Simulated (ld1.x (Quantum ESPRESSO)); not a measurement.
What the settings do to the PAW potential of B

Base potential:

ld1.x (Quantum ESPRESSO) 7.5 input, shortened:

```
&input
   title='B', zed=5., rel=2, dft='PBESOL', iswitch=3,
   config='[He] 2s2 2p1 3d-2', rel_dist='average'
 /
 &inputp
   pseudotype=3, lpaw=.true., tm=.true., lloc=-1, rcloc=2.70,
   nlcc=.true., new_core_ps=.true., rcore=1.30,
   which_augfun='PSQ', rmatch_augfun_nc=.true.
 /
6
2S  1  0   2.00   0.00  1.05  1.40  0.0
2S  1  0   0.00   4.65  1.05  1.40  0.0
2P  2  1   1.00   0.00  2.30  3.20  0.0
2P  2  1   0.00   0.05  2.30  3.20  0.0
3D  3  2  -2.00   0.50  2.15  2.70  0.0
3D  3  2  -2.00   2.25  2.15  2.70  0.0
 &test
   configts(1)='2s2 2p1'
 /
```

Open shells are filled in proportion to 2j + 1 (rel_dist='average').

Cutoffs, loose and tight: the cutoffs (Ry, on a coarse ladder) from which the occupation-weighted sum of valence levels, in a spherical-Bessel basis at the reference potential, stays within 10 and 1 mRy of its value at 400 Ry. They do not see the model core or the augmentation charge, which bear on the density cutoff. Test errors are all-electron minus pseudo excitation energies from the reference, over the configurations 2s2 2p0; 2s1 2p0; 2s2 2p0.5; 2s1 2p2; 2s2 2p1.3; 2s0 2p3; 2s1 2p1. A dash means not determined; rows that change the core or the reference have their own tests.

Cutoffs are not given where the Bessel-basis levels miss the radial ones by over 6 mRy, ghosts where they miss by over 20 mRy; a channel whose overlap is not positive is not tested.

| change | outcome | cutoff, loose | cutoff, tight | bound ghosts | largest test error (meV) |
| --- | --- | --- | --- | --- | --- |
| base | generated | – | – | not determined | -5.6 |
| local potential all-electron potential smoothed inside 3.52 bohr (lloc = -1) | generated | – | – | not determined | -8.1 |
| functional PBE; removed wave 3d channel at 2.25 Ry: rcut 2.15, rcutus 2.70 bohr | generated | – | – | not determined | -6.7 |
| core correction Bessel-smoothed model core inside 1.26 bohr | generated | – | – | not determined | -5.6 |
| augmentation BESSEL, radius 0.85 bohr | generated | – | – | not determined | test run stopped at test 1 of 7 (negative rho) |
| wave 2p channel at 0.05 Ry: rcut 2.30, rcutus 3.20 bohr becomes 2p channel at 0.37 Ry: rcut 2.30, rcutus 3.20 bohr | generated | – | – | not determined | -5.5 |
| waves 2p (bound): rcut 2.30, rcutus 4.04 bohr; 2p channel at 0.05 Ry: rcut 2.30, rcutus 4.04 bohr | generated | – | – | not determined | -27 |
| waves 3d channel at 0.5 Ry: rcut 1.60, rcutus 1.70 bohr; 3d channel at 2.25 Ry: rcut 1.60, rcutus 1.70 bohr | generated | – | – | not determined | -5.6 |
| local potential all-electron potential smoothed inside 1.80 bohr (lloc = -2) | generated | – | – | not determined | -5.7 |

(1) What comes out with this change to the base: scalar-relativistic?

## Answers

(1) outcome: generated; cutoff, loose: 10 Ry; cutoff, tight: 18 Ry; bound ghosts: none; largest test error (meV): -5.7.
